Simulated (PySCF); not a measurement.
## From a computed spectrum to the compound

A species of 8 atoms with charge 0 has these harmonic modes (PBE0, small Gaussian bases with core potentials, PySCF 2.14.0):

| cm⁻¹ | km/mol | symmetry |
| --- | --- | --- |
| 26 | 65.9 | a1 |
| 47 | 1.5 | e |
| 47 | 1.5 | e |
| 113 | 0.0 | a2 |
| 118 | 15.6 | e |
| 118 | 15.6 | e |
| 280 | 11.0 | a1 |
| 485 | 7.5 | e |
| 485 | 7.5 | e |
| 542 | 9.8 | a1 |
| 544 | 221.0 | e |
| 544 | 221.0 | e |
| 1192 | 143.9 | a1 |
| 1636 | 23.6 | e |
| 1636 | 23.6 | e |
| 3494 | 24.9 | a1 |
| 3617 | 46.6 | e |
| 3617 | 46.6 | e |

(1) Which species is it, and in which structure?

## Answers

(1) PrF3(NH3) (singlet in the valence; each metal's 4f electrons, 2 of them, lie in its core potential, out of spins and levels):
```xyz
8

Pr    0.0812   -0.0812    0.0812
F     1.1003    1.4693    1.1003
F    -1.4693   -1.1003    1.1003
F     1.1003   -1.1003   -1.4693
N    -1.4481    1.4481   -1.4481
H    -2.0588    2.0588   -0.9023
H    -0.9023    2.0588   -2.0588
H    -2.0588    0.9023   -2.0588
```
Ideal gas at 298.15 K and 1 bar: S = 419.4 J/(mol K), Cp = 116.1 J/(mol K), H − H(0 K) = 26.2 kJ/mol (rigid rotor, harmonic modes, spin degeneracy alone, that of the 4f electrons in the core included; the modes under 60 cm⁻¹ make these uncertain). An lcecp potential fixes the number of 4f electrons, so in runs with it no electron can move into or out of that shell.
 The answer isn't unique; the calculation gave this one.
